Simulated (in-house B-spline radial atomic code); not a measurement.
The numbers below are computed, except where a source is named.
## Softness against transferability: the 4s channel of Tc

Tc, [Kr] 4d5 5s2, non-relativistic LDA (VWN5), spherical and spin-unpolarised, from an all-electron radial atomic-structure program (B-spline basis) (atomic units). The all-electron 4s level is ε = -2.550714 hartree, its outermost node lies just inside 0.52 bohr and its outer maximum at 0.97 bohr.

Troullier-Martins pseudo-orbitals are made for several radii. The cutoffs (hartree) are the plane-wave energies beyond which the orbital holds less than the named kinetic energy per electron. The phase error is the difference, pseudo minus all-electron, of arctan(R P'/P) at R = 1.66 bohr for all radii, half a hartree below and above the level.

```csv
r_c (bohr),V_l(0) (hartree),cutoff for 10 mEh,for 1 mEh,for 0.1 mEh,phase error at ε − 0.5 (mrad),at ε + 0.5 (mrad)
0.73,-43.96,182,321,> 450,-18.3,-4.8
0.85,-10.45,76.4,153,264,-5.6,-1.0
0.97,4.18,39.1,76.4,127,-3.3,-0.6
1.1,6.04,38,54.5,95.8,-3.1,-0.5
1.23,3.09,33.9,49.2,85,-4.9,-0.9
1.36,0.49,27.1,41.6,71,-10.0,-1.7
```

(1) Which radius needs the lowest cutoff for 1 mEh while both phase errors stay within 5.7 mrad?

(2) What does the larger radius buy, and what does it cost?

## Answers

(1) The radii within that limit are 0.85, 0.97, 1.1, 1.23 bohr; of these r_c = 1.23 needs the least, 49.2 hartree, that is 98.4 Ry or 1339 eV.

(2) From r_c = 0.73 to 1.36 bohr the cutoff for 1 mEh goes from 321 to 41.6 hartree, a factor of 7.72, against 3.47 for a pure 1/r_c² scaling, end to end; step by step it is 321, 153, 76.4, 54.5, 49.2, 41.6, and for 0.1 mEh > 450, 264, 127, 95.8, 85, 71; the number of plane waves goes as the cutoff to the power 3/2, here a factor of 21.4. The larger of the two phase errors is least at r_c = 1.1 bohr, 3.1 mrad; it is 18.3 at the smallest radius and 10.0 at the largest. These errors test the reference atom alone. The smallest radius lies well inside the outer maximum, where the nodeless form must bend sharply to keep the norm, so it is both harder and scatters less well than the next. Large radii also let the cores of neighbours overlap, which an atom doesn't show.
